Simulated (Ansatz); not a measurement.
## Ansatz input wanted

BSiH4OF: 8 atoms, total charge 0, spin state singlet. As SMILES, `FBO[SiH3]`. Geometry: relaxed at PBE0-D4/def2-TZVP. This is one conformer, not always the lowest. The run starts from this shape.

```xyz
8

F    -1.5994   -1.6992    1.4261
B    -0.6854   -0.7876    1.1330
O    -0.4875   -0.4771   -0.1576
Si    0.5210    0.5728   -0.9454
H    -0.0753   -0.2785    2.0298
H    -0.3171    1.5310   -1.7024
H     1.3707    1.2957    0.0346
H     1.3650   -0.2143   -1.8737
```

Settings wanted:

| Setting | Value |
| --- | --- |
| basis set | def2-SVP |
| core potential | none |
| integral approximation | automatic |
| task | optimise |
| method | DFT |
| functional | PBE0 |
| reference | RKS |
| accuracy | medium |
| start density | atoms |

Question: Give an Ansatz 0.2.0 job that does this.

Answer: One that was run (others would do as well):

run.yaml:
```yaml
crystal:
  periodic: [false, false, false]
  atoms:
    - symbol: F
      position_ang: [-1.599400, -1.699200, 1.426100]
    - symbol: B
      position_ang: [-0.685400, -0.787600, 1.133000]
    - symbol: O
      position_ang: [-0.487500, -0.477100, -0.157600]
    - symbol: Si
      position_ang: [0.521000, 0.572800, -0.945400]
    - symbol: H
      position_ang: [-0.075300, -0.278500, 2.029800]
    - symbol: H
      position_ang: [-0.317100, 1.531000, -1.702400]
    - symbol: H
      position_ang: [1.370700, 1.295700, 0.034600]
    - symbol: H
      position_ang: [1.365000, -0.214300, -1.873700]
basis:
  gaussian: {orbitals: def2-SVP}
hamiltonian: {xc: pbe0}
relax: {}
```

```bash
$ ansatz run run.yaml --threads 1 --pin off --max-ram 3480MiB --events-out events.jsonl --progress --plain --runs-dir runs
```

Calculated total energy at the end of the run: -491.36346 Eh.
